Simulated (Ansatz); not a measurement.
```yaml
crystal:
  periodic: [false, false, false]
  atoms:
    - {symbol: C, position_ang: [-1.574219, 1.950474, -0.542768]}
    - {symbol: In, position_ang: [0.701639, -1.366461, -0.349063]}
    - {symbol: O, position_ang: [3.057939, -2.494527, 2.324284]}
    - {symbol: Cl, position_ang: [0.717634, -4.384532, -3.547858]}
    - {symbol: H, position_ang: [-0.402824, 3.615705, -0.233200]}
    - {symbol: H, position_ang: [-2.458419, 2.048822, -2.396959]}
    - {symbol: H, position_ang: [-3.026488, 1.867082, 0.915913]}
    - {symbol: H, position_ang: [3.158972, -1.344279, 3.724016]}
basis:
  gaussian: {orbitals: ANO-RCC-VTZP, final_grid: {core_spheres: 5, valence_spheres: 4, degree: 11}, point_charges: [{charge: 0.50, position_ang: [4.354, 0.974, 0.333]}]}
total_charge: -1
magnetization: {spin_polarized: true, initial_magnetization: 1}
hamiltonian: {xc: {name: revPBE}, dispersion: d4}
scf: {lower_state_search: full}
output: {forces: true}
```

```sh
$ ansatz run in.yaml --threads 4 --pin off --events-out ev --progress --plain --max-ram 10444MiB
```

Shortened log:

```
Functional definition: revPBE
1606 factors; their error is unknown
mean field evaluation 1: about -175715.4784 eV, gradient 2.8e1 eV
mean field evaluation 2: about -175431.8005 eV, gradient 1.2e2 eV
mean field evaluation 4: about -175663.2241 eV, gradient 6.0e1 eV
mean field evaluation 8: about -175720.6973 eV, gradient 1.4e1 eV
mean field evaluation 16: about -175722.4163 eV, gradient 2.0e-1 eV
mean field evaluation 32: about -175722.4175 eV, gradient 2.2e-6 eV
mean field -175722.41754508 eV, -6457.6797358492 hartree, gradient 2.2e-6 eV, S^2 1.155928; 16 other end points of the search recorded, 0 dependent functions left out
reference -175722.41767945 eV, -6457.6797407873 hartree; 43, 42 occupied and 175, 176 virtual orbitals, 1606 factors
Total energy: -175722.74600418 eV, -6457.6918064983 hartree
Relativity: scalar
Atom 0 at    -1.574219     1.950474    -0.542768 Å, force    -0.853684     1.192683    -0.074256 eV/Å
Atom 1 at     0.701639    -1.366461    -0.349063 Å, force    -0.023289    -0.286582     0.037141 eV/Å
Atom 2 at     3.057939    -2.494527     2.324284 Å, force    -0.058193     2.367274     1.977639 eV/Å
Atom 3 at     0.717634    -4.384532    -3.547858 Å, force     0.016340     0.360560     0.354068 eV/Å
Atom 4 at    -0.402824     3.615705    -0.233200 Å, force    -1.514133    -1.864814    -0.383750 eV/Å
Atom 5 at    -2.458419     2.048822    -2.396959 Å, force     0.991748     0.060344     2.307256 eV/Å
Atom 6 at    -3.026488     1.867082     0.915913 Å, force     1.682111     0.272825    -1.813861 eV/Å
Atom 7 at     3.158972    -1.344279     3.724016 Å, force    -0.229051    -2.001326    -2.501521 eV/Å
Dipole moment:     0.021056    -0.075122     0.395271 e Å
```

In this input the coordinates are in bohr but typed as ångström. The calculation finished and met its thresholds. The result belongs to that input, not to the molecule as meant.
